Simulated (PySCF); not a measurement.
Excitation energy of Ta⁺ by level of theory

Ta⁺ [Xe] 4f14 5d3 6s1 (5F) → Ta⁺ [Xe] 4f14 5d4 (5D), as a difference of total energies. Calculation: PySCF 2.14, in def2-TZVPPD with the def2 core potential (60 electrons) (6s5p3d2f1g, 59 functions); a scalar-relativistic core potential. Correlated levels: valence: 5s2 5p6 frozen. The calculations carry no spin-orbit coupling.

```
           method  excitation energy (eV)
              UHF                   1.615
    MP2 (valence)                   1.463
SCS-MP2 (valence)                   1.565
   CCSD (valence)                   1.456
CCSD(T) (valence)                   1.451
```

How much does correlation contribute at CCSD(T) (valence)?

1.451 − (1.615) = -0.164 eV, measured against UHF.
